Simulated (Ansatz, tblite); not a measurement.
Removing an electron: Ta(NH)F3 (TaNF3H). Charge 0, multiplicity 1. Geometry: r2SCAN-D4/def2-SVP. Ansatz, gas phase; energy differences of separate SCF runs; the oxidised species was run as a doublet alone.

Cartesian coordinates in Å:
```
Ta 0.3769 -0.1973 -0.2087
N -1.0249 0.5363 0.5675
H -1.8316 0.9586 1.0141
F 0.9659 0.9897 -1.5502
F -0.1795 -1.8432 -0.9414
F 1.6932 -0.4441 1.1187
```

In the def2 sets Ta takes a core potential; there is no spin–orbit coupling. The xTB rows come from tblite.

**Question.** Estimate orbital energies and vertical ionisation energies at: GFN1-xTB; GFN2-xTB; PBE-D4/def2-TZVP; r2SCAN-D4/def2-TZVP; PBE0-D4/def2-TZVP.

**Answer.** 
```json
{"level": "GFN1-xTB", "−HOMO (eV)": "11.42", "vertical IE (eV)": "14.75", "−LUMO (eV)": "7.65", "HOMO–LUMO gap (eV)": "3.77"}
{"level": "GFN2-xTB", "−HOMO (eV)": "11.59", "vertical IE (eV)": "15.60", "−LUMO (eV)": "7.92", "HOMO–LUMO gap (eV)": "3.67"}
{"level": "PBE-D4/def2-TZVP", "−HOMO (eV)": "7.13", "vertical IE (eV)": "10.68", "−LUMO (eV)": "2.06", "HOMO–LUMO gap (eV)": "5.07"}
{"level": "r2SCAN-D4/def2-TZVP", "−HOMO (eV)": "7.45", "vertical IE (eV)": "10.64", "−LUMO (eV)": "1.92", "HOMO–LUMO gap (eV)": "5.53"}
{"level": "PBE0-D4/def2-TZVP", "−HOMO (eV)": "8.58", "vertical IE (eV)": "10.78", "−LUMO (eV)": "1.20", "HOMO–LUMO gap (eV)": "7.39"}
```

Relaxing the oxidised species (r2SCAN-D4/def2-SVP) changes its energy by -0.48 eV at PBE-D4/def2-TZVP, so the adiabatic ionisation energy to this nearest minimum is 10.20 eV. At PBE0-D4/def2-TZVP it is 10.22 eV.   Raw xTB energy differences between charge states are shifted by several eV; the methods need an empirical correction for them.
